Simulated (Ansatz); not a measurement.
System: CH$_{2}$NO (charge 0, doublet). It need not be the lowest isomer of its formula. 
Coordinates optimised at B3LYP-D3(BJ)/def2-TZVP (Ansatz, an electronic-structure program):
```
C
O 1 1.2022
N 1 1.3856 2 125.91
H 3 1.0255 1 111.59 2 -114.89
H 1 1.1150 2 122.69 3 174.84
```
Charge 0, spin multiplicity 2.

Basis-set convergence of Hartree-Fock and MP2 correlation energies (hartree) with Ansatz. Cores are frozen in the correlated levels unless marked. Open shells are spin-unrestricted. No spin-orbit coupling. No relativistic terms.

| basis | functions | E(HF) | E(corr, MP2) |
|---|---|---|---|
| cc-pVDZ | - | -168.30408 | -0.44022 |
| cc-pVTZ | 118 | ___ | ___ |

Some entries are withheld; supply them.


- cc-pVTZ, E(HF): -168.35382
- cc-pVTZ, E(corr, MP2): -0.55406
